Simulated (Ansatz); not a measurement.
Compare A (`F[SiH](F)[SiH](Cl)Cl`) with its isomer B (`F[Si@@H](Cl)[Si@@H](F)Cl`).

Calculated with Ansatz (gas phase, PBE0-D4/def2-TZVP geometries, no zero-point term in ΔE). CBS: MP2 limit from def2 TZ/QZ plus the TZ coupled-cluster correction, frozen cores. DFT in def2-TZVPP. B3LYP here is the variant with VWN-RPA as its local correlation; programs differ in this. One conformer a species, not always the lowest.

Question: Which is lower in electronic energy at CCSD(T)/CBS, and by how much? (An estimate is asked.)

Answer: Computed: A, by 4.7 kJ/mol.

Question: Give E(B) − E(A) in kJ/mol with PBE0-D4, BLYP-D4, MP2/def2-TZVPP, B2PLYP, HF/def2-TZVPP, B3LYP, LDA (SPW92). (Best estimate.)

Answer: Ansatz gave: PBE0-D4 4.4, BLYP-D4 3.8, MP2/def2-TZVPP 5.4, B2PLYP 4.2, HF/def2-TZVPP 4.7, B3LYP 3.7, LDA (SPW92) 3.5. None reverses the order clearly.

Question: Does the order hold for the free energy at 298.15 K (harmonic terms from PBE0-D4)? (Best estimate.)

Answer: Ansatz gave: Yes: G(B) − G(A) = +6.8 kJ/mol, for one conformer each. Modes under 60 cm⁻¹, often nearly free rotors, make the harmonic entropy too high.

Largest T1 diagnostic: 0.011.

Leaving LDA and LC-ωPBE aside and taking each functional with its dispersion term where it has one, the values, not all of them listed here, spread over 1.9 kJ/mol, from B97M-V to PBE-QIDH.
